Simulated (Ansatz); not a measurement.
F$_{3}$In (`[F][In]([F])[F]`). The species carries charge 0 and has multiplicity 1. In takes the def2 core potential.

(1) List the harmonic frequencies (cm⁻¹, unscaled) at PBE0-D4/def2-TZVP in Ansatz. (An estimate is asked.)

(2) Is this a minimum?

(3) Give the ideal-gas thermochemistry at 298.15 K and 1 bar (rigid rotor, harmonic oscillator; point group D3h, symmetry number 6).

(4) And at 400, 500, 600, 800 and 1000 K?

Results:

(1) Ansatz gave: 122, 122, 144, 604, 637, 638.

(2) Yes, all 6 modes are real.

(3) Zero-point energy 13.6 kJ/mol; H(298) − E = 30.0 kJ/mol; entropy 309.9 J/(mol·K), of which translation 173.0, rotation 94.5, vibration 42.3; G(298) − E = -62.4 kJ/mol.

(4) 
```json
{"T (K)": "400", "H − E (kJ/mol)": "37.3", "S (J/mol/K)": "331.1", "G − E (kJ/mol)": "-95.1"}
{"T (K)": "500", "H − E (kJ/mol)": "44.9", "S (J/mol/K)": "348.0", "G − E (kJ/mol)": "-129.1"}
{"T (K)": "600", "H − E (kJ/mol)": "52.7", "S (J/mol/K)": "362.2", "G − E (kJ/mol)": "-164.6"}
{"T (K)": "800", "H − E (kJ/mol)": "68.7", "S (J/mol/K)": "385.1", "G − E (kJ/mol)": "-239.4"}
{"T (K)": "1000", "H − E (kJ/mol)": "84.9", "S (J/mol/K)": "403.2", "G − E (kJ/mol)": "-318.3"}
```
